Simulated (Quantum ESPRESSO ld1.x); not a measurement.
Task: All-electron atom: Pr XXVI in [Ar] 3d10 4s2 4p4. Method: Dirac Kohn-Sham, relativistic LDA (MacDonald-Vosko exchange, VWN5 correlation), spin-unpolarised, spherical densities, point nucleus; open shells are shared between the two j in proportion to 2j + 1; computed with ld1.x of Quantum ESPRESSO 7.5. Some entries of the table are withheld. Estimate them.

orbital,occ.,eigenvalue (eV),r(max) (bohr)
1s1/2,2,-42322.2,0.015
2s1/2,2,(1),0.087
2p1/2,2,-7123.22,0.067
2p3/2,4,-6645.06,0.072
3s1/2,2,-2197.09,0.249
3p1/2,2,-2045.23,(2)
3p3/2,4,-1947.89,(3)
3d3/2,4,(4),0.196
3d5/2,6,(5),0.199
4s1/2,2,-951.035,0.550
4p1/2,1.33333,-890.140,0.550
4p3/2,2.66667,-862.283,0.568
4d3/2,0,(6),0.564
4d5/2,0,(7),0.568
5s1/2,0,-527.515,1.01

Result: 
(1) 2s1/2 eigenvalue (eV): -7479.83
(2) 3p1/2 r(max) (bohr): 0.236
(3) 3p3/2 r(max) (bohr): 0.245
(4) 3d3/2 eigenvalue (eV): -1683.99
(5) 3d5/2 eigenvalue (eV): -1662.60
(6) 4d3/2 eigenvalue (eV): -760.967
(7) 4d5/2 eigenvalue (eV): -755.104
